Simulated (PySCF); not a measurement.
**Dipole moment and polarisability of `[SiH3]O[SiH2]O[SiH3]`**

Species: H8O2Si3.
Cartesian coordinates in Å at the GFN2-xTB level; atoms count from 1:
```xyz
13
H8O2Si3 angstrom
Si    -2.1158    0.2638    0.2469
O     -1.2655   -0.3759   -0.9747
Si     0.1371   -0.7069   -1.7067
O      1.3849   -0.2510   -0.7863
Si     1.9961    0.3460    0.5902
H     -1.5872   -0.2388    1.5160
H     -1.9991    1.7208    0.1777
H     -3.4746   -0.2022   -0.0169
H      0.1971    0.0983   -2.9163
H      0.2041   -2.1534   -1.8421
H      3.4121    0.5175    0.2759
H      1.3311    1.6127    0.8997
H      1.7753   -0.6305    1.6576
```

Level: wB97X-D/def2-SVPD (PySCF), static field, nuclei fixed, core orbitals frozen in the response. The polarisability tensor in these axes (au):

```
x   85.68  0.09  0.45
y    0.09 74.76  2.66
z    0.45  2.66 79.10
```

Problem. Give the principal values, the mean and the anisotropy Δα = √{½[(α1 − α2)² + (α2 − α3)² + (α1 − α3)²]}.

Solution. Principal values 73.50, 80.32 and 85.71 au; mean 79.84 au = 11.83 Å³ = 13.16 × 10⁻⁴⁰ C²·m²/J; Δα = 10.61 au (13 % of the mean).

Problem. What is the dipole moment, and where does it point?

Solution. (-0.05, 0.28, 0.58) D, 0.65 D in size, pointing from the negative to the positive side. Measured along this direction, the outermost atoms are H10 and H9 at the negative end and H12 and H6 at the positive end.

Problem. Find the Langevin capture rate constant for NO+ (29.998 u) meeting this molecule (123.983 u), k = 2.342 × 10⁻⁹ cm³/s × √(α in Å³ / reduced mass in u).

Solution. The reduced mass is 24.15 u, so k = 1.64 × 10⁻⁹ cm³/s. The formula leaves out the permanent dipole, which adds to the capture rate.

Problem. Along which axes do the principal values lie, and how far do the nuclei extend along each?

Solution. Largest value along (1.00, 0.03, 0.08), where the nuclei span 6.91 Å; middle along (-0.08, 0.43, 0.90), 3.99 Å; least along (0.01, 0.90, -0.43), 2.72 Å. The response follows the extents in order.

Problem. Give the eigenvalues of the traceless quadrupole moment Θ = ½Σq(3rr − r²1), origin at the centre of nuclear charge.

Solution. -1.18, -0.57, 1.75 D·Å. The values depend on the origin, since the dipole doesn't vanish. The electronic extent ⟨r²⟩ about the same centre is 1086 bohr², a root-mean-square distance of 2.15 Å for the 66 electrons.

Problem. Sum over states: ᾱ = Σ f/ω², ω in Eh. What share falls to these 8 lowest TDDFT singlets (eV, f)? 7.44, 0.0102; 7.65, 0.0000; 7.75, 0.0133; 8.03, 0.0023; 8.28, 0.0003; 8.29, 0.0778; 8.68, 0.0389; 8.81, 0.0005.

Solution. They add up to 1.56 au, 2.0 % of the 79.84 au; the largest single term is 0.84 au, from the state at 8.29 eV. Terms in order: 0.14, 0.00, 0.16, 0.03, 0.00, 0.84, 0.38, 0.00 au. Higher excitations give the rest. The strengths listed sum to 0.143.

Problem. Molar refractivity from α?

Solution. Lorentz–Lorenz: R = (4π/3)N_A α = 2.5225 cm³/(mol·Å³) × 11.83 Å³ = 29.8 cm³/mol, in the limit of long wavelengths.

Geometry: GFN2-xTB, one conformer, isolated molecule.

wB97X-D is run here without its empirical dispersion term; that term would change no orbital, density or response property at a fixed geometry.
